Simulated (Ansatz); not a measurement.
Calculated with Ansatz (gas phase, PBE0-D4/def2-TZVP geometries, no zero-point term in ΔE). CBS: MP2 limit from def2 TZ/QZ plus the TZ coupled-cluster correction, frozen cores. Functionals use def2-TZVPP. For Zn outer-core shells are correlated without core-valence functions, which leaves a few kJ/mol of doubt a bond. Scalar relativity is left out up to krypton. Each species was taken in one conformer, which may not be the lowest.

Reaction (redistribution): `[BH2][Zn][OH]` + `CB[SiH3]` → `[OH][Zn][SiH3]` + `BBC`

`[BH2][Zn][OH]`:

```xyz
6

B     0.629    0.899   -1.004
Zn   -0.328   -0.245    0.383
O    -1.250   -1.160    1.604
H     1.655    0.553   -1.515
H     0.199    1.959   -1.357
H    -0.905   -2.007    1.888
```

`CB[SiH3]`:

Z-matrix (Å, degrees):
```
C
B 1 1.550
H 1 1.092 2 114.9
H 1 1.106 2 102.7 3 113.8
H 1 1.091 2 116.1 3 -131.0
Si 2 2.018 1 124.4 3 151.8
H 2 1.201 1 118.6 3 -30.5
H 6 1.494 2 107.9 1 -112.4
H 6 1.491 2 111.7 1 130.1
H 6 1.491 2 114.0 1 7.1
```

`[OH][Zn][SiH3]`:

Cartesian coordinates in Å:
```
O -1.842 1.780 -1.064
Zn -0.651 0.640 -0.386
Si 1.028 -0.769 0.437
H -2.769 1.629 -0.873
H 2.199 0.013 0.921
H 1.510 -1.709 -0.612
H 0.525 -1.584 1.577
```

`BBC`:

Z-matrix (Å, degrees):
```
C
B 1 1.564
H 1 1.091 2 116.3
H 1 1.100 2 106.4 3 120.0
H 1 1.095 2 111.4 3 -126.3
B 2 1.639 1 128.0 3 -9.5
H 2 1.210 1 116.2 3 172.3
H 6 1.201 2 122.0 1 93.1
H 6 1.201 2 122.4 1 -89.2
```

```json
{"species": "`[BH2][Zn][OH]`", "BHLYP-D4 energy (Eh)": "-1881.19795"}
{"species": "`CB[SiH3]`", "BHLYP-D4 energy (Eh)": "-356.62688"}
{"species": "`[OH][Zn][SiH3]`", "BHLYP-D4 energy (Eh)": "-2146.50040"}
{"species": "`BBC`", "BHLYP-D4 energy (Eh)": "-91.34788"}
```

Task: Work out ΔE.

Result: ΔE = (-2146.50040) + (-91.34788) − (-1881.19795) − (-356.62688) = -0.02345 Eh = -61.6 kJ/mol. CCSD(T)/CBS gives -56.8 kJ/mol.

Largest T1 diagnostic among the species: 0.017.

In def2-TZVPP, CCSD(T) changes the Hartree–Fock value by +8.1 kJ/mol (the triples alone add +0.9 kJ/mol) and MP2 by +8.1 kJ/mol. Leaving LDA and LC-ωPBE aside and taking each functional with its dispersion term where it has one, the values, not all of them listed here, spread over 7.9 kJ/mol, from B97M-V to ωB97X-V.
